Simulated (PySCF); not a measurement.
The PySCF input:
```python
from pyscf import gto, scf, mcscf
import numpy

mol = gto.M(
    atom='''
B     0.646777   -0.222828    0.407896
N    -0.557039    0.065764   -0.094344
H     2.125516    0.444278   -1.056137
H    -0.802915    0.506008   -0.973616
''',
    basis='def2-svp',
    charge=0,
    spin=2,
    verbose=4,
)

mf = scf.ROHF(mol)
mf.kernel()
mc = mcscf.CASSCF(mf, 9, 10)
mc.fix_spin_(ss=2.0)
mc.kernel()
occ = numpy.linalg.eigvalsh(mc.fcisolver.make_rdm1(mc.ci, mc.ncas, mc.nelecas))[::-1]
ss = mc.fcisolver.spin_square(mc.ci, mc.ncas, mc.nelecas)[0]
print('natural occupations', occ.round(4), ' <S^2>', round(ss, 4))
```

**Question.** What is the computed number of basis functions (CASSCF(10,9)/def2-SVP run with PySCF)?

**Answer.** 38

**Question.** What SCF-reference dipole moment does CASSCF(10,9)/def2-SVP give?

**Answer.** 1.88 D

**Question.** What nuclear repulsion energy does CASSCF(10,9)/def2-SVP give?

**Answer.** 21.4400 Eh

**Question.** What is the computed total energy (CASSCF(10,9)/def2-SVP)?

**Answer.** -80.1544 Eh

These values belong to the state on which the SCF converged, which isn't shown to be the lowest.
